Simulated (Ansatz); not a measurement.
Consider the cleavage of the Si–Si bond: `O[SiH](O)[Si](F)(F)F` + `O[Si](F)(F)F` → `O[SiH](O)O[Si](F)(F)F` + `F[SiH](F)F`.

Program: Ansatz. Geometries: PBE0-D4/def2-TZVP. ΔE: electronic, gas phase. CBS: MP2 limit from def2 TZ/QZ plus the TZ coupled-cluster correction, frozen cores. DFT in def2-TZVPP. One conformer a species, not always the lowest.

CCSD(T)/CBS gives -169.7 kJ/mol.

Q: Another level gave -193.5 kJ/mol. Which?
A. r2SCAN-D4/def2-TZVPP
B. HF/def2-TZVPP
C. MP2/def2-TZVPP
D. ωB97M-V/def2-TZVPP

A: B. HF/def2-TZVPP -193.5, r2SCAN-D4 -162.9, MP2/def2-TZVPP -177.5, ωB97M-V -168.7 kJ/mol.

Largest T1 diagnostic among the species: 0.012.

From PBE to PBE0 (25 % exact exchange), in def2-TZVPP and without D4, ΔE moves by −13.1 kJ/mol. In def2-TZVPP, CCSD(T) changes the Hartree–Fock value by +22.0 kJ/mol (the triples alone add +3.4 kJ/mol) and MP2 by +16.0 kJ/mol.
